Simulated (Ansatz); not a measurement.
Basis-set extrapolation for C4F9−, SMILES `FC(F)(F)[C-](C(F)(F)F)C(F)(F)F` (PBE0-D4/def2-TZVPD geometry, frozen core, the Gaussian-basis code of Ansatz). Multiplicity 1, RHF reference.

|  | def2-TZVPPD | def2-QZVPPD |
| --- | --- | --- |
| HF | -1046.927627 | -1046.968198 |
| MP2 correlation | -2.891887 | -3.136501 |
| CCSD(T) correlation | -2.994897 | not run |

Energies in hartree. Use E(X) = E(∞) + A·exp(−7.88·√X) for Hartree–Fock and E(X) = E(∞) + B·X^(−2.97) for correlation, with X = 3 and 4, and add CCSD(T) minus MP2 of the smaller set to the MP2 limit.

Question: What is the CCSD(T) energy at the basis-set limit?

Answer: HF limit: -1046.968198 + (-0.040571) × 0.13774 = -1046.97379. MP2 limit: -3.136501 + (-0.244614) × 0.74074 = -3.31770. Higher-order term: -2.994897 − (-2.891887) = -0.10301. Total: -1050.39450 hartree, 12.84 eV below CCSD(T)/def2-TZVPPD.
